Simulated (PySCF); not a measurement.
C₄H₂BrClF (charge +1), SMILES FCc1c(Br)[c+]1Cl, point group Cs.

Force field and properties: B3LYP/pcSseg-1 (PySCF, grid level 2). Vibrational terms come from second-order perturbation theory with semi-diagonal cubic constants, by steps of ±0.6 along the normal coordinates of each isotopologue. The parent has the commonest isotopes.

Equilibrium geometry (Å):

| atom | x | y | z |
| --- | --- | --- | --- |
| F1 | -1.8720 | 1.1937 | 0.1495 |
| C2 | -1.4002 | -0.0817 | 0.0256 |
| C3 | 0.0764 | -0.0608 | -0.0181 |
| C4 | 1.2382 | 0.6833 | 0.0079 |
| Br5 | 2.0427 | 2.2931 | 0.1162 |
| C6 | 1.2968 | -0.6840 | -0.1085 |
| Cl7 | 2.1747 | -2.0797 | -0.2536 |
| H8 | -1.7240 | -0.6962 | 0.8785 |
| H9 | -1.7783 | -0.5437 | -0.8983 |

Give the equilibrium and ground-state rotational constants (MHz) of parent; ²H at 8.


```
species      Ae      Be      Ce      A0      B0      C0  Δ0 (u Å²)  harmonic ZPE (cm⁻¹)
 parent  1327.5  963.45  560.26  1323.4  960.85  558.35     -2.717                10578
²H at 8  1300.9  956.09  553.95  1296.8  953.48  552.03     -4.249                 9855
```

Δ0 = Ic − Ia − Ib from the ground-state constants.

How is the parent's vibrational correction B0 − Be made up?


| axis | harmonic | Coriolis | cubic | total (MHz) |
| --- | --- | --- | --- | --- |
| a | 1.48 | -0.615 | -4.96 | -4.09 |
| b | 0.867 | -0.412 | -3.06 | -2.61 |
| c | 0.106 | -0.1 | -1.92 | -1.91 |

And its quartic centrifugal distortion constants from the harmonic force field?

Asymmetric top, A reduction, IIIr representation: ΔJ = 0.269 kHz, ΔJK = -0.365 kHz, ΔK = 0.109 kHz, δJ = 0.0725 kHz, δK = 0.123 kHz.

Which nuclear quadrupole couplings χaa, χbb, χcc (MHz) does the parent show, at equilibrium and averaged?

79Br at 5: 590.5, -347.1, -243.4 and 587.2, -345.1, -242.2; 35Cl at 7: -24.4, -5.3, 29.7 and -24.3, -5.3, 29.6.

A mode lies under 250 cm⁻¹, where this perturbation treatment is rough. Internal rotors are held in one well.
